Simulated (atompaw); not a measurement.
Reading a pseudo-wave (tantalum (Ta))

Columns: radius, all-electron u(r) and pseudo u(r) of the 5p shell (level -39.56 eV) of tantalum in the configuration [Kr] 4d10 4f14 5s2 5p6 5d3 6s2 6p0; LDA (PW92), scalar-relativistic, PAW (atompaw) scheme, atompaw 4.2.0.5.

| r (bohr) | all-electron | pseudo |
| --- | --- | --- |
| 0.100 | 0.1649 | 0.0208 |
| 0.200 | 0.1971 | 0.0812 |
| 0.300 | -0.3547 | 0.1753 |
| 0.400 | -0.5210 | 0.2945 |
| 0.500 | -0.3043 | 0.4284 |
| 0.600 | 0.0606 | 0.5661 |
| 0.700 | 0.4154 | 0.6967 |
| 0.800 | 0.6929 | 0.8103 |
| 0.900 | 0.8783 | 0.8987 |
| 1.000 | 0.9809 | 0.9568 |
| 1.100 | 1.0182 | 0.9833 |
| 1.200 | 1.0078 | 0.9803 |
| 1.300 | 0.9652 | 0.9511 |
| 1.400 | 0.9027 | 0.8991 |
| 1.500 | 0.8293 | 0.8292 |
| 1.600 | 0.7514 | 0.7514 |
| 1.700 | 0.6736 | 0.6736 |
| 1.800 | 0.5987 | 0.5987 |
| 1.900 | 0.5284 | 0.5284 |
| 2.000 | 0.4638 | 0.4638 |
| 2.100 | 0.4051 | 0.4051 |
| 2.200 | 0.3526 | 0.3526 |
| 2.300 | 0.3058 | 0.3058 |
| 2.400 | 0.2645 | 0.2645 |
| 2.500 | 0.2283 | 0.2283 |
| 2.600 | 0.1966 | 0.1966 |

Q: How many radial nodes do the two functions have?

A: The all-electron 5p function has n − l − 1 = 3 (the table is too coarse to show those close to the nucleus); the pseudo-wave has 0, since the states of the same l below it are removed with the core.

Q: At about which radius was the pseudo-wave matched?

A: 1.55 bohr, where the columns begin to agree (steps of 0.10 bohr).

Q: Where does each function peak?

A: Outermost all-electron maximum near 1.10 bohr, pseudo maximum near 1.10 bohr (to the table’s step).

Q: Is the pseudo-wave norm-conserving?

A: No, it belongs to a PAW set: the norm inside the radius is not constrained, and the difference is carried by the augmentation charge.
